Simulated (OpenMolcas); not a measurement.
Rh5+ among 4 point charges of -2.5 e arranged as a tetrahedron (Td), 1.71 Å from the ion.

* Program: OpenMolcas 26.06
* Method: CASSCF
* Basis: ANO-RCC-VTZP [7s6p4d2f1g]
* Scalar Hamiltonian: DKH2, point nucleus
* Active space: 4 electrons in 5 orbitals (4d)
* State averaging: 2S+1 = 5 even, 5 roots; 2S+1 = 3 even, 45 roots; 2S+1 = 1 even, 50 roots
* Spin-orbit coupling: state interaction with AMFI integrals over the reference wave functions

Question: What is the spin-free ground state (labels of Td)?

Answer: 5T2, 3-fold in its orbital part, 100 % from free-ion D terms; it has the highest spin that d4 allows.

Question: Where is the first state of the same spin?

Answer: 5E at 5010 cm-1 above the ground state.

Question: What are the lowest two levels with spin-orbit coupling?

Answer: A 1-fold level A1, then a 3-fold level T1 482.3 cm-1 above it. Their leading multiplicities are 5 (97 %) and 5 (98 %).

Question: What is χT at 300 K, and how does it compare with the textbook value?

Answer: The lowest level has 2S+1 = 5, for which the spin-only value is χT = S(S+1) / 2 = 3.000 cm3 K/mol (g = 2). The computed 0.883 at 300 K differs by -2.117, through orbital momentum, spin-orbit coupling and any other state in reach. With a threefold ground state the orbital momentum is unquenched, so the spin-only value is not expected to hold.

Question: Which ligand-field parameters describe the states?

Answer: A least-squares ligand-field fit to the states below 45000 cm-1, each weighted by its degeneracy and with a free common offset, gives 10Dq = -5042 cm-1 (negative for this site), B = 1024 cm-1 and C = 4236 cm-1 (C/B = 4.14), with an rms deviation of 42 cm-1. 

An orbital triplet at a regular site is open to Jahn-Teller coupling, which can distort the site and quench the lowest spin-orbit gaps and is left out. Without dynamic correlation the repulsion within the d shell is too large (B by tens of per cent), so at a given field states of lower spin stand too high. Point charges give a weaker field than real ligands, and real ions of this kind are as a rule low spin; the high spin found here belongs to the model. This is an electrostatic model: the charges have no orbitals. No measured value stands beside these numbers.
